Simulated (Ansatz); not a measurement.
Coupled-cluster diagnostics for the cluster SbTe4, Ansatz.

Geometry of the doublet (PBE-D4/def2-SVP):

```tsv
atom	x (Å)	y (Å)	z (Å)
Sb1	-0.1455	-1.3564	1.0119
Te2	-2.2270	0.4343	1.7301
Te3	1.5330	1.0306	-1.8601
Te4	0.3926	-1.4673	-1.8184
Te5	0.4469	1.3587	0.9364
```

In the def2 sets Sb, Te take a core potential; there is no spin–orbit coupling. Correlated methods freeze 20 core orbitals; core or outer-core shells of Sb, Te are correlated, in sets that lack core-valence functions. Another isomer (doublet) lies 0.53 eV lower at PBE0-D4/def2-TZVP; other spin states weren't run for this one.

(1) Estimate the CCSD(T) correlation energy, the shares of MP2 and (T), T1 and the reference's ⟨S²⟩ for: charge 0, doublet, own geometry in def2-SVP; and the rough time on 4 threads of Intel Xeon 6975P-C on a shared host.

Answers

(1) 
| state | basis | correlation (eV) | MP2 share (%) | (T) share (%) | T1 | ⟨S²⟩ (pure) | wall time | remarks |
| --- | --- | --- | --- | --- | --- | --- | --- | --- |
| charge 0, doublet, own geometry | def2-SVP | -17.339 | 90.1 | 5.0 | 0.026 | 0.94 (0.75) | 2.1 min | spin-contaminated (⟨S²⟩ 0.94) |
Customary marks for T1 are 0.02 (closed shells), 0.045 (open shells) and about 0.05 (3d metals). T1 exceeds 0.02 in 1 of 1 rows and 0.045 in 0; the higher it lies, the less the single-reference result can be trusted.
